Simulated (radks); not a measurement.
Results of a calculation; reference values are marked as such.
Effect of the nuclear size on neutral tungsten, [Xe] 4f14 5d4 6s2. Level of theory: Dirac Kohn-Sham, PBE, spin-unpolarised, spherical densities, finite nucleus; open shells fill j = l - 1/2 first; Fermi nuclear charge, rms radius 5.3658 fm (a radial shooting solver on a logarithmic mesh with Libxc functionals). The rms radius is varied about that value; shifts are against it.

| rms radius (fm) | total energy shift (eV) | density at nucleus (e/bohr^3) | 1s1/2 shift (meV) | 2s1/2 shift (meV) | 5s1/2 shift (meV) | 5p1/2 shift (meV) | 6s1/2 shift (meV) | 5d3/2 shift (meV) | 6p1/2 (empty) shift (meV) |
|---|---|---|---|---|---|---|---|---|---|
| 4.8239 | -11.3 | 1.478e+06 | -4590 | -646 | -5.82 | 0.365 | -0.387 | 0.374 | 0.132 |
| 5.1297 | -5.03 | 1.447e+06 | -2040 | -287 | -2.59 | 0.162 | -0.172 | 0.166 | 0.059 |
| 5.3658 | 0 | 1.424e+06 | 0.000 | 0.000 | 0.000 | 0.000 | 0.000 | 0.000 | 0.000 |
| 5.6663 | 6.61 | 1.398e+06 | 2680 | 378 | 3.40 | -0.213 | 0.226 | -0.219 | -0.077 |
| 6.3799 | 23.2 | 1.341e+06 | 9420 | 1330 | 12.0 | -0.747 | 0.794 | -0.769 | -0.271 |

Slopes of the eigenvalues against <r^2> in GHz/fm^2, as finite differences over the two radii next to the reference (eigenvalue slopes, not the field-shift constants of lines): 1s1/2 197000, 2s1/2 27700, 5s1/2 250, 5p1/2 -15.6, 6s1/2 16.6, 5d3/2 -16.1, 6p1/2 (empty) -5.67.
